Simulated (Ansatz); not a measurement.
Species: C2H14Ge4, SMILES `[CH3][GeH2][GeH2][GeH2][GeH2][CH3]` (charge 0, multiplicity 1).

Problem. Give a relaxed geometry from PBE0-D3(BJ)/def2-SVP in Ansatz (a first-principles code).

Solution. One answer among several that fit: the end point of this relaxation, one of several conformers (outside a Z-matrix the atoms follow the SMILES, hydrogens last).
Bond lengths (Å): C1–Ge2 1.958, C1–H7 1.100, C1–H8 1.099, C1–H9 1.099, Ge2–Ge3 2.426, Ge2–H10 1.544, Ge2–H11 1.544, Ge3–Ge4 2.426, Ge3–H12 1.545, Ge3–H13 1.545, Ge4–Ge5 2.426, Ge4–H14 1.545, Ge4–H15 1.545, Ge5–C6 1.958, Ge5–H16 1.544, Ge5–H17 1.544, C6–H18 1.100, C6–H19 1.099, C6–H20 1.099. Bond angles (°): Ge2–C1–H7 110.3, Ge2–C1–H8 110.2, Ge2–C1–H9 110.3, H7–C1–H8 108.7, H7–C1–H9 108.7, H8–C1–H9 108.6, C1–Ge2–Ge3 111.8, C1–Ge2–H10 109.9, C1–Ge2–H11 109.9, Ge3–Ge2–H10 108.7, Ge3–Ge2–H11 108.8, H10–Ge2–H11 107.7, Ge2–Ge3–Ge4 112.4, Ge2–Ge3–H12 109.7, Ge2–Ge3–H13 109.9, Ge4–Ge3–H12 108.9, Ge4–Ge3–H13 108.7, H12–Ge3–H13 107.0, Ge3–Ge4–Ge5 111.8, Ge3–Ge4–H14 109.1, Ge3–Ge4–H15 108.9, Ge5–Ge4–H14 109.8, Ge5–Ge4–H15 110.0, H14–Ge4–H15 107.1, Ge4–Ge5–C6 111.9, Ge4–Ge5–H16 108.6, Ge4–Ge5–H17 108.7, C6–Ge5–H16 109.9, C6–Ge5–H17 109.8, H16–Ge5–H17 107.7, Ge5–C6–H18 110.2, Ge5–C6–H19 110.3, Ge5–C6–H20 110.2, H18–C6–H19 108.7, H18–C6–H20 108.7, H19–C6–H20 108.6.
